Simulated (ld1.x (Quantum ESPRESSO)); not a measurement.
# What one change does to a pseudopotential (neon (Ne), TM)

- Element: neon
- Generator: ld1.x (Quantum ESPRESSO) 7.5
- Type: norm-conserving Troullier–Martins (Kleinman–Bylander form)
- Functional: LDA (PZ)
- Relativity: scalar-relativistic
- Frozen core: [He]
- Valence charge: 8
- Reference configuration: 2s2 2p6
- Partial waves: 2s (bound): rc 0.65 bohr; 2p (bound): rc 0.80 bohr
- Local potential: all-electron potential smoothed inside 0.70 bohr (lloc = -1)
- Core correction: none

Change: all radii scaled by about 1.10 (s 0.72, p 0.88 bohr); local potential all-electron potential smoothed inside 0.78 bohr (lloc = -1).

Cutoffs: the cutoffs (Ry, on a coarse ladder) from which the occupation-weighted sum of valence levels, in a spherical-Bessel basis at the reference potential, stays within 10 and 1 mRy of its value at 400 Ry; they do not see the model core or the augmentation charge, which bear on the density cutoff. Errors are all-electron minus pseudo energies relative to the spin-unpolarised reference configuration.

Question: How do hardness, ghosts and transferability respond?

Answer: Of the 8 tests that both files solve, the error grows in 3 and shrinks in 2 by more than 15 % and 0.3 meV (median size 27.5 → 31.6 meV); neither file shows a bound ghost.

| quantity | base | changed |
| --- | --- | --- |
| cutoff, loose | 230 Ry | 200 Ry |
| cutoff, tight | over 300 Ry | 300 Ry |
| loose cutoff by channel (10 mRy a level) | s 120 Ry, p 160 Ry | s 110 Ry, p 140 Ry |
| bound ghosts | none | none |
| error for 2s2 2p5, meV [ΔE 22.65 eV] | -0.9 | -0.1 |
| error for 2s2 2p4, meV [ΔE 66.06 eV] | +15 | +24 |
| error for 2s2 2p3, meV [ΔE 133.58 eV] | +96 | +142 |
| error for 2s1 2p6, meV [ΔE 45.56 eV] | +8.6 | +6.2 |
| error for 2s2 2p2, meV [ΔE 228.27 eV] | +351 | +501 |
| error for 2s2 2p5.5, meV [ΔE 8.96 eV] | -1.0 | -0.9 |
| error for 2s2 2p5 (spin-polarised), meV [ΔE 22.18 eV] | +40 | +39 |
| error for 2s2 2p4 (spin-polarised), meV [ΔE 63.80 eV] | +232 | +228 |
